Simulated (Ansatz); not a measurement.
The cluster KNa4⁺, 5 atoms. Hardware: 4 threads of Arm Neoverse V2 on a shared host.

Correlated methods freeze 9 core orbitals; core or outer-core shells of Na, K are correlated, in sets that lack core-valence functions.

(1) How many basis functions does each of these Ansatz runs have, and roughly what does it cost? PBE0/def2-SVP, charge 1 singlet, energy, from earlier orbitals; BHLYP/def2-TZVP, charge 1 singlet, energy, from earlier orbitals; PBE/def2-SVP, charge 1 singlet, energy, from earlier orbitals; B2PLYP/def2-TZVP, charge 1 singlet, energy, from earlier orbitals; MP2/def2-TZVP, charge 1 singlet, energy, from earlier orbitals; PBE0/def2-TZVP, charge 1 singlet, energy, from earlier orbitals; BLYP/def2-TZVP, charge 1 singlet, energy, from earlier orbitals; CCSD(T)/def2-TZVPP, charge 1 singlet, energy, from earlier orbitals; r2SCAN/def2-TZVP, charge 1 singlet, energy, from earlier orbitals; PBE/def2-SVP, charge 1 singlet, relaxation, 4 steps; PBE/def2-TZVP, charge 1 singlet, energy and forces, from earlier orbitals.

Answers

(1) Other jobs shared the machine, so times can vary by a factor of up to 3. A dash marks memory too small to be measured apart from the calling script's.

```tsv
run	functions	fitting or Cholesky vectors	wall time	peak host memory (GiB)
PBE/def2-SVP, charge 1 singlet, energy, from earlier orbitals	84	976	1.1 s	–
MP2/def2-TZVP, charge 1 singlet, energy, from earlier orbitals	161	1472	1.6 s	–
PBE0/def2-SVP, charge 1 singlet, energy, from earlier orbitals	84	768	1.6 s	–
PBE/def2-TZVP, charge 1 singlet, energy and forces, from earlier orbitals	161	1433	1.9 s	–
BLYP/def2-TZVP, charge 1 singlet, energy, from earlier orbitals	161	1433	2.1 s	–
BHLYP/def2-TZVP, charge 1 singlet, energy, from earlier orbitals	161	1544	2.4 s	–
PBE0/def2-TZVP, charge 1 singlet, energy, from earlier orbitals	161	1498	2.6 s	–
B2PLYP/def2-TZVP, charge 1 singlet, energy, from earlier orbitals	161	1472	3.4 s	–
PBE/def2-SVP, charge 1 singlet, relaxation, 4 steps	84	976	3.4 s	–
r2SCAN/def2-TZVP, charge 1 singlet, energy, from earlier orbitals	161	1433	3.5 s	–
CCSD(T)/def2-TZVPP, charge 1 singlet, energy, from earlier orbitals	161	1472	52 s	1.8
```
